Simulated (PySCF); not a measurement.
**Removing the step error of a finite difference**

System: CH$_{2}$BNO$_{3}$, singlet, geometry from GFN2-xTB. Level: PySCF with PBE0/6-31G, polarisability. Sums are taken with unrounded values, so a last digit can differ.

Second differences of the energy in a field along z gave a polarisability along z of 19.785 bohr³ at step 0.005 and 19.897 bohr³ at step 0.05 (atomic units).

Task: Extrapolate to zero step.

Result: The leading error of a symmetric difference goes as h², so A(h) = A0 + c h². Then c = (19.897 - (19.785))/(0.05² - 0.005²) = 45.5 (atomic units) and A0 = 19.785 - c × 0.005² = 19.783 bohr³. The analytic value from the same program and level is 19.783 bohr³: the smaller step missed it by 0.001, the extrapolation by 0.000.
